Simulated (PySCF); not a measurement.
PySCF 2.14 output of an unrestricted BP86 calculation on a single atom or ion in jorge-DZP-DKH, with scalar relativity by spin-free X2C-1e:

```
SCF conv_tol = 1e-09
number electrons alpha = 14  beta = 13
    A. D. Becke.,  Phys. Rev. A 38, 3098 (1988)
    J. P. Perdew.,  Phys. Rev. B 33, 8822 (1986)
cycle= 1 E= -1653.86423613504  delta_E= -0.00809  |g|= 0.222  |ddm|= 0.166
cycle= 2 E= -1653.85288785136  delta_E= 0.0113  |g|= 0.352  |ddm|= 0.237
cycle= 3 E= -1653.87270181315  delta_E= -0.0198  |g|= 0.0102  |ddm|= 0.143
cycle= 4 E= -1653.87272118991  delta_E= -1.94e-05  |g|= 0.000242  |ddm|= 0.0042
cycle= 5 E= -1653.8727211973  delta_E= -7.39e-09  |g|= 6.28e-05  |ddm|= 0.000133
cycle= 6 E= -1653.87272119801  delta_E= -7.14e-10  |g|= 4.09e-06  |ddm|= 3.08e-05
converged SCF energy = -1653.87272119801  <S^2> = 0.75025878  2S+1 = 2.0002588
```

The run itself started from symmetry-adapted Hartree-Fock orbitals and held the occupation by maximum overlap, on a logarithmic radial grid, so the iterations belong to that start.

Which element, charge and spin multiplicity is this?

Cu²⁺ (copper, charge +2), multiplicity 2; the state was [Ar] 3d9, 2D determinant.
